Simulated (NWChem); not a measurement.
System: C$_{2}$H$_{7}$FSi; SMILES C[SiH](C)F

Results from NWChem. Medium grid unless said otherwise, to which SCAN and Minnesota functionals are sensitive. Geometry: optimised at PBE0/def2-SVP. Total energies of different functionals are on different scales.

```tsv
level	energy (Ha)	highest occupied level (eV)	orbital gap (eV)	dipole (D)
B3LYP/def2-SVP	-469.6356	-8.57	9.90	1.89
PBE/def2-SVP	-469.2412	-7.36	8.01	1.81
BP86/def2-SVP	-469.6303	-7.47	8.05	1.81
r2SCAN0/def2-SVP	-469.4706	-9.08	10.89	1.98
Hartree-Fock/def2-SVP	-468.0380	-12.27	16.72	2.12
B97-D/def2-SVP	-469.5016	-7.39	8.21	1.82
M06-L/def2-SVP	-469.5866	-7.74	8.85	1.93
M06-2X/def2-SVP	-469.5094	-10.06	12.42	1.93
MN15/def2-SVP	-469.2647	-9.51	11.56	1.89
PW91/def2-SVP	-469.5196	-7.42	8.02	1.81
```
